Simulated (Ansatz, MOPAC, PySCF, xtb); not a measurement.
Noncovalent pair: HCl (SMILES Cl) (first 2 atoms) with CH3F (SMILES CF); geometry from B3LYP-D3(BJ)/def2-TZVP, rigid monomers moved along the line of their centres of mass till H2···F4 is 2.23 Å.
(charge 0, multiplicity 1):
```xyz
7

Cl     0.1652     0.0521    -0.1361
H      0.2154     0.5086     1.0704
C     -0.5202    -0.5484     3.8158
F      0.0192     0.6318     3.2837
H      0.1962    -0.9578     4.5265
H     -1.4572    -0.2993     4.3117
H     -0.6921    -1.2464     2.9973
```

Counterpoise-corrected where a basis set is named; no monomer relaxation. Rows marked so take none.

Cores are frozen in the correlated methods. CBS: X⁻³ extrapolation of the correlation energy, Hartree–Fock from the larger set. Rows in 3-21G, STO-3G carry no dispersion term and start afresh at each structure. The state that PM3 reach isn't checked.

Codes used: Ansatz (Gaussian basis) for Hartree–Fock, density functionals and correlated methods; MOPAC for PM3 (differences of heats of formation); PySCF for 3-21G rows, STO-3G rows; xtb for the GFN methods. Each number belongs to the level named beside it.

The comparison value is -3.47 kcal/mol (CCSD(T)/CBS(aug-cc-pV(D+d)Z, aug-cc-pV(T+d)Z)). It is a level with limits of its own, not the exact answer.

Q: Order these levels by how close they come to the comparison value for the interaction energy, closest first: B3LYP/3-21G (no counterpoise), GFN2-xTB, PM3, HF/STO-3G (no counterpoise), GFN-FF. Give each level's value less the comparison value.

A: GFN-FF (-0.13 kcal/mol), GFN2-xTB (0.40 kcal/mol), HF/STO-3G (no counterpoise) (0.93 kcal/mol), PM3 (2.57 kcal/mol), B3LYP/3-21G (no counterpoise) (-5.04 kcal/mol)

Ansatz is a program for electronic structure.
